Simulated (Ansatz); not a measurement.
`C#C[SiH2]C(=O)O` and `C[SiH2]C(=O)O` differ in one atom or group.

Ansatz, PBE0-D4/def2-TZVP geometries, multiplicity 1. Each molecule was computed in one conformer, which needn't be the lowest.

```json
{"property": "zero-point energy (PBE0-D4/def2-TZVP) / kJ/mol", "`C#C[SiH2]C(=O)O`": "159.0"}
{"property": "HOMO energy (ωB97M-V/def2-TZVPP) / eV", "`C#C[SiH2]C(=O)O`": "-10.17"}
{"property": "size of the dipole moment (PBE/def2-TZVPP) / D", "`C#C[SiH2]C(=O)O`": "1.94"}
{"property": "size of the dipole moment (ωB97M-V/def2-TZVPP) / D", "`C#C[SiH2]C(=O)O`": "2.16"}
{"property": "ideal-gas entropy at 298 K and 1 bar (rigid rotor, harmonic PBE0-D4/def2-TZVP) / J/(mol·K)", "`C#C[SiH2]C(=O)O`": "362"}
{"property": "HOMO energy (B3LYP/def2-TZVPP) / eV", "`C#C[SiH2]C(=O)O`": "-7.66"}
```

(1) What does the change do to each property? (Estimate.)

Answers

(1) Computed: 
| property | `C[SiH2]C(=O)O` | shift |
| --- | --- | --- |
| zero-point energy (PBE0-D4/def2-TZVP) / kJ/mol | 204.2 | 45.2 |
| HOMO energy (ωB97M-V/def2-TZVPP) / eV | -10.13 | 0.04 |
| size of the dipole moment (PBE/def2-TZVPP) / D | 0.80 | -1.14 |
| size of the dipole moment (ωB97M-V/def2-TZVPP) / D | 0.99 | -1.17 |
| ideal-gas entropy at 298 K and 1 bar (rigid rotor, harmonic PBE0-D4/def2-TZVP) / J/(mol·K) | 354 | -8 |
| HOMO energy (B3LYP/def2-TZVPP) / eV | -7.56 | 0.10 |

With PBE0 the HOMO rises by 0.10 eV and the LUMO rises by 0.35 eV, so the gap widens by about 0.25 eV. PBE moves the HOMO by 0.17 eV and ωB97M-V by 0.04 eV. The zero-point energy changes by 45.2 kJ/mol with +3 modes. Dipoles are sizes alone; their direction can turn. Modes under 60 cm⁻¹, often nearly free rotors, make the harmonic entropy too high.

B3LYP here is the variant with VWN-RPA as its local correlation; programs differ in this.
